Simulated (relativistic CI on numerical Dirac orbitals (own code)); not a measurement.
Energy levels of Sr18+

Calculated at this level of theory: Dirac-Coulomb-Breit CI, KLI orbitals optimised for each configuration, a model potential for QED, unscaled Slater integrals (own radial code, finite nucleus).

CI space (outside the closed core [Ne]): 3s2 3p6 3d2, 3s2 3p5 3d3, 3s 3p6 3d3, 3s2 3p6 3d 4s, 3s2 3p6 3d 4p, 3s2 3p6 3d 4d, 3s2 3p6 3d 4f, 3s2 3p5 3d2 4s, 3s2 3p6 4s2, 3s2 3p5 3d2 4p, 3s2 3p6 4s 4p, 3p6 3d4, 3p5 3d5. Double excitations out of closed p, d and f shells are left out; levels of such configurations are missing from the list, as are those of other unlisted configurations, and high levels can miss mixing partners. These lack a partner that the ground configuration has and come out too high: 3s2 3p5 3d2 4s, 3s2 3p5 3d2 4p.

The lowest level is 3s2 3p6 3d2 3F_2, with 95 % of that term; Hund's rules for 3s2 3p6 3d2 give 3F with J = 2, in agreement.

| No. | Configuration | Term | J | E (cm⁻¹) | % | Next component (%) | Lifetime (s) | jj configuration (%) |
| --- | --- | --- | --- | --- | --- | --- | --- | --- |
| 1 | 3s2 3p6 3d2 | 3F | 2 | 0 | 95 | 5 1D |  | 3d3/2^2 (85) |
| 2 | 3s2 3p6 3d2 | 3F | 3 | 14900 | 100 |  | 1.24e-02 | 3d3/2 3d5/2 (100) |
| 3 | 3s2 3p6 3d2 | 3F | 4 | 29589 | 98 | 2 1G | 1.60e-02 | 3d5/2^2 (66) |
| 4 | 3s2 3p6 3d2 | 1D | 2 | 53134 | 61 | 35 3P | 4.67e-03 | 3d3/2 3d5/2 (81) |
| 5 | 3s2 3p6 3d2 | 3P | 0 | 54181 | 97 | 2 1S | 1.13e+00 | 3d3/2^2 (74) |
| 6 | 3s2 3p6 3d2 | 3P | 1 | 61389 | 100 |  | 5.35e-02 | 3d3/2 3d5/2 (100) |
| 7 | 3s2 3p6 3d2 | 3P | 2 | 77410 | 65 | 34 1D | 3.55e-03 | 3d5/2^2 (94) |
| 8 | 3s2 3p6 3d2 | 1G | 4 | 83852 | 97 | 2 3F | 3.59e-03 | 3d3/2 3d5/2 (66) |
| 9 | 3s2 3p6 3d2 | 1S | 0 | 182419 | 97 | 2 3P | 4.04e-04 | 3d5/2^2 (75) |
| 10 | 3s2 3p5 3d3 | 5D° | 2 | 814791 | 56 | 37 5F° | 1.62e-08 | 3p3/2^3 3d3/2^2 3d5/2 (40) |
| 11 | 3s2 3p5 3d3 | 5D° | 1 | 816475 | 73 | 22 5F° | 8.99e-09 | 3p3/2^3 3d3/2^3 (42) |
| 12 | 3s2 3p5 3d3 | 5D° | 3 | 817436 | 47 | 45 5F° | 5.29e-08 | 3p3/2^3 3d3/2^2 3d5/2 (72) |
| 13 | 3s2 3p5 3d3 | 5D° | 0 | 819939 | 98 | 2 3P° | 2.18e-08 | 3p3/2^3 3d3/2^2 3d5/2 (48) |
| 14 | 3s2 3p5 3d3 | 5F° | 4 | 824379 | 49 | 40 5D° | 4.12e-07 | 3p3/2^3 3d3/2 3d5/2^2 (62) |
| 15 | 3s2 3p5 3d3 | 5S° | 2 | 824900 | 91 | 5 5P° | 1.71e-07 | 3p3/2^3 3d3/2^2 3d5/2 (41) |
| 16 | 3s2 3p5 3d3 | 5F° | 5 | 840095 | 66 | 32 5G° | 2.59e-07 | 3p3/2^3 3d3/2 3d5/2^2 (59) |
| 17 | 3s2 3p5 3d3 | 5F° | 1 | 845856 | 58 | 24 5D° | 8.28e-10 | 3p3/2^3 3d3/2^2 3d5/2 (61) |
| 18 | 3s2 3p5 3d3 | 5D° | 2 | 847007 | 33 | 28 5F° | 1.94e-09 | 3p3/2^3 3d3/2^2 3d5/2 (53) |
| 19 | 3s2 3p5 3d3 | 5D° | 4 | 848981 | 46 | 22 5G° | 2.94e-09 | 3p3/2^3 3d3/2^2 3d5/2 (51) |
| 20 | 3s2 3p5 3d3 | 5D° | 3 | 849002 | 37 | 22 5F° | 2.53e-09 | 3p3/2^3 3d3/2 3d5/2^2 (35) |
| 21 | 3s2 3p5 3d3 | 5G° | 6 | 860246 | 95 | 5 3H° | 6.64e-03 | 3p3/2^3 3d3/2 3d5/2^2 (51) |
| 22 | 3s2 3p5 3d3 | 5G° | 5 | 876530 | 52 | 26 5F° | 1.06e-07 | 3p3/2^3 3d3/2 3d5/2^2 (49) |
| 23 | 3s2 3p5 3d3 | 3G° | 3 | 879377 | 60 | 19 5G° | 7.89e-10 | 3p3/2^3 3d3/2^2 3d5/2 (54) |
| 24 | 3s2 3p5 3d3 | 3F° | 2 | 879639 | 61 | 10 5F° | 2.50e-09 | 3p3/2^3 3d3/2 3d5/2^2 (71) |
| 25 | 3s2 3p5 3d3 | 3G° | 4 | 879875 | 44 | 31 5G° | 7.34e-09 | 3p3/2^3 3d3/2^2 3d5/2 (47) |
| 26 | 3s2 3p5 3d3 | 3P° | 2 | 892202 | 55 | 25 3D° | 3.04e-10 | 3p3/2^3 3d3/2 3d5/2^2 (35) |
| 27 | 3s2 3p5 3d3 | 3F° | 3 | 892385 | 41 | 14 5D° | 5.80e-09 | 3p3/2^3 3d3/2^2 3d5/2 (39) |
| 28 | 3s2 3p5 3d3 | 3F° | 4 | 897139 | 35 | 21 5D° | 4.48e-09 | 3p3/2^3 3d3/2^2 3d5/2 (48) |
| 29 | 3s2 3p5 3d3 | 3P° | 1 | 901678 | 67 | 15 3D° | 4.01e-10 | 3p3/2^3 3d3/2 3d5/2^2 (44) |
| 30 | 3s2 3p5 3d3 | 3D° | 3 | 902970 | 78 | 12 5D° | 1.18e-09 | 3p3/2^3 3d3/2 3d5/2^2 (48) |
| 31 | 3s2 3p5 3d3 | 3G° | 5 | 907623 | 60 | 32 3H° | 1.18e-09 | 3p3/2^3 3d3/2^2 3d5/2 (55) |
| 32 | 3s2 3p5 3d3 | 1G° | 4 | 910258 | 41 | 30 3G° | 5.74e-10 | 3p3/2^3 3d3/2^2 3d5/2 (49) |
| 33 | 3s2 3p5 3d3 | 3H° | 6 | 912775 | 65 | 23 3I° | 2.88e-03 | 3p3/2^3 3d3/2^2 3d5/2 (71) |
| 34 | 3s2 3p5 3d3 | 3D° | 2 | 916134 | 45 | 19 3P° | 2.21e-10 | 3p3/2^3 3d3/2^2 3d5/2 (49) |
| 35 | 3s2 3p5 3d3 | 5G° | 2 | 920043 | 55 | 25 3F° | 2.12e-10 | 3p3/2^3 3d3/2^2 3d5/2 (30) |
| 36 | 3s2 3p5 3d3 | 3P° | 0 | 922009 | 94 | 6 5D° | 2.02e-09 | 3p3/2^3 3d5/2^3 (51) |
| 37 | 3s2 3p5 3d3 | 3I° | 7 | 926112 | 100 |  | 4.13e-02 | 3p3/2^3 3d3/2 3d5/2^2 (100) |
| 38 | 3s2 3p5 3d3 | 1S° | 0 | 927439 | 46 | 46 3P° | 4.46e-10 | 3p3/2^3 3d3/2^2 3d5/2 (35) |
| 39 | 3s2 3p5 3d3 | 3D° | 3 | 928660 | 49 | 21 3F° | 1.24e-10 | 3p3/2^3 3d3/2 3d5/2^2 (41) |
| 40 | 3s2 3p5 3d3 | 3D° | 1 | 929591 | 53 | 16 1P° | 5.08e-10 | 3p3/2^3 3d3/2 3d5/2^2 (40) |
| 41 | 3s2 3p5 3d3 | 3H° | 5 | 936775 | 55 | 25 1H° | 1.45e-10 | 3p3/2^3 3d3/2 3d5/2^2 (64) |
| 42 | 3s2 3p5 3d3 | 3F° | 4 | 938081 | 79 | 8 1G° | 1.66e-09 | 3p3/2^3 3d3/2 3d5/2^2 (57) |
| 43 | 3s2 3p5 3d3 | 3G° | 3 | 938187 | 31 | 28 3F° | 8.17e-11 | 3p1/2 3p3/2^4 3d3/2^2 3d5/2 (35) |
| 44 | 3s2 3p5 3d3 | 3P° | 1 | 939897 | 35 | 26 5D° | 6.70e-10 | 3p3/2^3 3d3/2^2 3d5/2 (70) |
| 45 | 3s2 3p5 3d3 | 3I° | 6 | 940853 | 52 | 36 3H° | 2.77e-03 | 3p3/2^3 3d3/2 3d5/2^2 (48) |

Energies count from the lowest computed level; ° marks odd parity; lifetimes are radiative, by E1, M1, E2, M2, E3 decay to levels of this space only. Filled j subshells are mostly left out of the jj labels.

The mean weight of the leading LS term, summed over parents, in these 45 levels is 65 %, and that of the leading jj configuration (from the same eigenvectors) 57 %.

At this charge energies of transitions that change n are usually good to better than 1 %, and those within a shell (Δn = 0) to a few per cent. Terms inside the open d or f shell come out 10 to 20 % too wide with unscaled integrals.

Landé's interval rule says that E(J) − E(J−1) = AJ with one A. For the ground term the intervals give A = 4966.7, 3672.2 cm⁻¹ for J = 3, 4; the multiplet is regular.

LS names give the leading component of a level, which can be under half, so a name can repeat, a term be missing and a line seem to break the LS rules.
